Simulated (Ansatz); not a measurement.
Input and output for CH₄OSiZn.

```yaml
crystal:
  periodic: [false, false, false]
  atoms:
    - {symbol: C, position_ang: [-0.638041, 0.810506, -0.259044]}
    - {symbol: Si, position_ang: [0.496783, -0.525605, 0.515067]}
    - {symbol: O, position_ang: [0.849502, -1.460883, -0.789552]}
    - {symbol: Zn, position_ang: [-0.214815, -0.323424, -1.859449]}
    - {symbol: H, position_ang: [-0.258977, 1.830239, -0.319869]}
    - {symbol: H, position_ang: [-1.690643, 0.812594, 0.022513]}
    - {symbol: H, position_ang: [1.700632, 0.119545, 1.112552]}
    - {symbol: H, position_ang: [-0.244441, -1.262951, 1.577782]}
basis:
  gaussian: {orbitals: def2-TZVPP}
hamiltonian: {xc: {name: SPW92}}
output: {forces: true}
```

```sh
$ ansatz run in.yaml --threads 4 --pin off --events-out ev --progress --plain --max-ram 10444MiB
```

Output, abridged:

```
Functional definition: SPW92
1354 factors; their error is unknown
mean field evaluation 1: about -59289.3462 eV, gradient 1.2e2 eV
mean field evaluation 2: about -59073.6568 eV, gradient 3.0e2 eV
mean field evaluation 4: about -59306.6710 eV, gradient 5.8e1 eV
mean field evaluation 8: about -59313.3115 eV, gradient 9.5e-1 eV
mean field evaluation 16: about -59313.2848 eV, gradient 1.1e-3 eV
mean field -59313.28478251 eV, -2179.7230117688 hartree, gradient 5.3e-5 eV, S^2 0.000000; 0 other end points of the search recorded, 0 dependent functions left out
reference -59313.28482475 eV, -2179.7230133210 hartree; 31, 31 occupied and 193, 193 virtual orbitals, 1354 factors
Total energy: -59313.28482475 eV, -2179.7230133210 hartree
Atom 0 at    -0.638041     0.810506    -0.259044 Å, force     0.313263    -0.495050    -0.161210 eV/Å
Atom 1 at     0.496783    -0.525605     0.515067 Å, force    -0.183042     0.149658    -0.320619 eV/Å
Atom 2 at     0.849502    -1.460883    -0.789552 Å, force    -0.083634     0.043022    -0.221922 eV/Å
Atom 3 at    -0.214815    -0.323424    -1.859449 Å, force     0.115073     0.031422     0.574611 eV/Å
Atom 4 at    -0.258977     1.830239    -0.319869 Å, force     0.114344     0.273517    -0.050708 eV/Å
Atom 5 at    -1.690643     0.812594     0.022513 Å, force    -0.296352    -0.018434     0.047519 eV/Å
Atom 6 at     1.700632     0.119545     1.112552 Å, force     0.126210     0.090414     0.038405 eV/Å
Atom 7 at    -0.244441    -1.262951     1.577782 Å, force    -0.105863    -0.074549     0.093923 eV/Å
Dipole moment:    -0.357638     0.348644    -0.459268 e Å
```

It took 0.85 s on 4 threads of an AMD EPYC 9R45 on a shared host, with 0.31 GiB of host memory at the peak.
